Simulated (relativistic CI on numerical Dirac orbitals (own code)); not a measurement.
## d1 to d9 in one tetrahedral field

Computed with a parametric ligand-field model without spin-orbit coupling, by exact diagonalisation: B = 930, C = 4350, 10Dq = -5400 cm⁻¹ (Td; |10Dq|/B = 5.8) for every shell. Energies in cm⁻¹; the field energy is (0.6 n_e − 0.4 n_t2) × 10Dq of the ground term; g labels are left out.

```
Shell  Ground term  Electrons in e  Field energy  First spin-allowed bands  Lowest term of other spin
   d1           2E           1.000         -3240                  2T2 5400                           
   d2          3A2           2.000         -6480        3T2 5400, 3T1 9301                   1E 15313
   d3          4T1           1.888         -3718        4T2 4587, 4A2 9987                   2E 14259
   d4          5T2           2.000         -2160                   5E 5400                  3T1 17951
   d5          6A1           2.000             0                      none                  4T1 28147
   d6            ?               ?             ?                         ?                          ?
   d7          4A2           4.000         -6480        4T2 5400, 4T1 9301                   2E 18905
   d8          3T1           3.888         -3718        3T2 4587, 3A2 9987                  1T2 14571
   d9          2T2           4.000         -2160                   2E 5400
```

**Question.** Fill in the row of d6.

**Answer.** Ground term: 5E; Electrons in e: 3.000; Field energy: -3240; First spin-allowed bands: 5T2 5400; Lowest term of other spin: 3T1 18454. Every shell keeps the spin of the free ion. Tetrahedral fields of 3d complexes are almost always too weak to pair spins. High-spin d^(n+5) repeats the spin-allowed bands of d^n, since the half-filled shell is spherical.
